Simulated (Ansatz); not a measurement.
Na8Cl8 (started as a model of: (NaCl)8 cage of four- and six-membered rings), relaxed as a singlet with RKS PBE-D4/def2-SVP in Ansatz, starting from the GFN2-xTB geometry. Force threshold 0.03 eV/Å.

Start:

```xyz
16

Na   -2.755   -2.917    0.313
Cl   -0.537   -4.015    0.629
Na   -0.450   -2.808    2.852
Cl   -2.689   -1.750    2.557
Na   -2.107    0.437    1.475
Cl   -2.169   -0.832   -0.950
Na   -0.810    0.696   -2.381
Cl    1.635   -0.423   -1.860
Na    1.029   -2.359   -0.409
Cl    1.113   -1.040    1.991
Na    1.883    1.233    1.319
Cl   -0.583    2.301    0.818
Cl    0.366    2.838   -2.938
Na    2.624    1.798   -2.466
Cl    2.865    2.923   -0.251
Na    0.585    3.919   -0.700
```

| step | energy (eV) | largest force component (eV/Å) | SCF passes |
| --- | --- | --- | --- |
| 1 | -135429.3328 | 0.765 | 15 |
| 2 | -135429.7806 | 0.387 | 15 |
| 3 | -135429.9256 | 0.246 | 16 |
| 4 | -135429.9985 | 0.187 | 16 |
| 5 (rejected) | -135429.9977 | 1.132 | 15 |
| 6 | -135430.0063 | 0.198 | 16 |
| 7 (rejected) | -135429.9359 | 0.576 | 16 |
| 8 | -135430.0132 | 1.010 | 16 |
| 9 | -135430.0162 | 0.291 | 16 |
| 10 (rejected) | -135430.0149 | 0.175 | 17 |
| 11 | -135430.0195 | 0.140 | 17 |
| 12 | -135430.0212 | 0.102 | 17 |
| 13 | -135430.0227 | 0.102 | 17 |
| 14 | -135430.0232 | 0.103 | 16 |
| 15 | -135430.0238 | 0.078 | 17 |
| 16 | -135430.0243 | 0.039 | 17 |
| 17 | -135430.0247 | 0.026 | 11 |

Force components are those of the run's own axes.

End:

```xyz
16

Na   -2.811   -2.990    0.368
Cl   -0.554   -4.287    0.639
Na   -0.479   -2.883    2.890
Cl   -2.867   -1.813    2.747
Na   -2.134    0.343    1.408
Cl   -2.327   -0.821   -1.018
Na   -0.691    0.709   -2.386
Cl    1.695   -0.509   -2.029
Na    0.993   -2.361   -0.305
Cl    1.273   -1.121    2.080
Na    1.812    1.312    1.267
Cl   -0.623    2.437    0.945
Cl    0.349    3.016   -3.135
Na    2.662    1.872   -2.512
Cl    3.070    3.086   -0.227
Na    0.631    4.010   -0.730
```

By distances, no bond broke or formed. The bond that changes most is Cl2–Na9, from 2.50 to 2.64 Å (atoms count from 1).

No frequencies were taken in this run, so the end may be a saddle point.

Hardware: 6 threads of Intel Xeon 6975P-C on a shared host. Wall time 44 s, peak host memory 0.81 GiB.
